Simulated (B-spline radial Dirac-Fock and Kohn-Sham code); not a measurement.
Method: Dirac-Fock energy differences between relaxed states, corrected for Breit and QED terms. Computed with a B-spline atomic structure program. Free neutral atoms.

Problem. Order these X-ray lines by photon energy, lowest first.
A. W Mα1
B. Re Mγ
C. Sr Lβ1
D. Sr Lγ3
E. Pt Mβ
F. Zr Lβ6

Solution. A (1777.9 eV), C (1873.8 eV), B (2109.0 eV), E (2130.2 eV), F (2167.5 eV), D (2203.4 eV).
